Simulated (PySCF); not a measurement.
**Ge²⁺ (germanium, charge +2): BLYP calculation**

Configuration: [Ar] 3d10 4s2, closed-shell 1S. All numbers are calculated (PySCF 2.14, scalar relativity by spin-free X2C-1e, in ANO-RCC-VTZP (6s5p3d1f, 43 functions)).

```
Total energy                        : -2097.974 hartree
One-electron energy                 : -2898.596 hartree
Hartree (Coulomb) energy            : 880.386 hartree
Exchange-correlation energy         : -79.764 hartree
⟨S²⟩                                : 0.0000
⟨L²⟩                                : 0.000
Sum of ⟨r⟩                          : 17.97 bohr
Sum of ⟨r²⟩                         : 19.76 bohr²
Langevin diamagnetic susceptibility : -15.7 ×10⁻⁶ cm³/mol
```

```csv
shell,electrons,mean orbital energy (eV),"rms radius, mean of both spins (bohr)"
1s,2,-10973.3,0.0542
2s,2,-1391.2,0.228
2p,6,-1218.8,0.203
3s,2,-187.74,0.671
3p,6,-135.04,0.702
3d,10,-48.873,0.828
4s,2,-29.346,2.08
```

Densities and radii are taken from the X2C orbitals without a picture-change correction, which distorts them close to the nucleus.
